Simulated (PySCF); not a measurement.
# How the method changes the constants of MoN⁺

State: ³Σ⁻ (triplet), unpaired electrons δ ↑↑. Set-up: PySCF, scalar-relativistic core potentials, basis sets Mo def2-TZVPPD with ECP28, N def2-TZVPPD. De refers to Mo⁺ (4d5) + N in their high-spin ground configurations, without counterpoise correction. The functionals are run spin-unrestricted. A positive dipole points towards N; it is taken about the centre of mass and depends on that origin. Levels whose curve was spin-contaminated or gave no clean fit are not listed.

| Level | Re (Å) | ωe (cm⁻¹) | De (eV) | μ (D) | CPU s a point (SCF and correlation, without the integrals) |
| --- | --- | --- | --- | --- | --- |
| ROHF | 1.531 | 1360 | n/a | -4.90 | 0.94 |
| ROHF-CCSD | 1.587 | 1186 | 4.05 | n/a | n/a |
| ROHF-CCSD(T) | 1.608 | 1119 | 4.80 | n/a | 150 |
| PBE | 1.602 | 1155 | 6.05 | -3.96 | 1.5 |
| TPSS | 1.604 | 1144 | 5.55 | -4.12 | 2.3 |
| r²SCAN | 1.594 | 1154 | 4.88 | -4.17 | 2.3 |
| TPSSh | 1.594 | 1163 | 5.09 | -4.20 | 3.2 |
| B3LYP | 1.590 | 1175 | 5.19 | -4.18 | 2.6 |
| PBE0 | 1.578 | 1199 | 4.79 | -4.19 | 2.9 |
| BHandHLYP | 1.568 | 1169 | 3.73 | -4.42 | 1.9 |
| ωB97X | 1.564 | 1264 | 5.14 | -4.41 | 3.3 |

**Question.** Which functional lies closest to ROHF-CCSD(T) in De, which farthest, and by how much do they differ from it?

**Answer.** Closest is PBE0 (-3.0 pm in Re, +7.1 % in ωe, -0.01 eV in De against ROHF-CCSD(T) in the same basis), farthest PBE (-0.6 pm in Re, +3.2 % in ωe, +1.25 eV in De). CCSD(T) converges more slowly with the basis than the functionals do and binds too weakly in this one, so the order can change at the basis-set limit.

**Question.** What does a quarter of exact exchange do here, going from PBE to PBE0?

**Answer.** PBE0 less PBE: -2.4 pm in Re, +3.8 % in ωe, -1.26 eV in De. Exact exchange removes part of the self-interaction that spreads semilocal densities, and in most molecules shortens and stiffens the bond and lowers De; so it does here.

**Question.** What does the step from GGA to meta-GGA do here, going from PBE to r²SCAN?

**Answer.** r²SCAN less PBE: -0.8 pm in Re, -0.1 % in ωe, -1.17 eV in De. 

Correlated steps freeze 1 core orbital. The metal atom is held in its measured ground configuration; semilocal functionals can put another filling of s and d lower by some tenths of an eV, and De to that atom would be smaller. These are scalar-relativistic numbers at best; spin–orbit coupling would shift them, the dissociation energy most. For an ion De counts to the pair picked by the measured ionisation energies or electron affinities, which need not be the lowest pair at this level. UHF is strongly spin-contaminated for MoN⁺, so the ROHF reference used there is far from stable. The state is the lowest single determinant that the PBE0 search found; with open d or f shells the true ground state can be another one.

The whole job (state search and all levels along the bond) took about 15 min on 2 threads of Arm Neoverse V2 (shared host), peak memory 4.2 GiB.
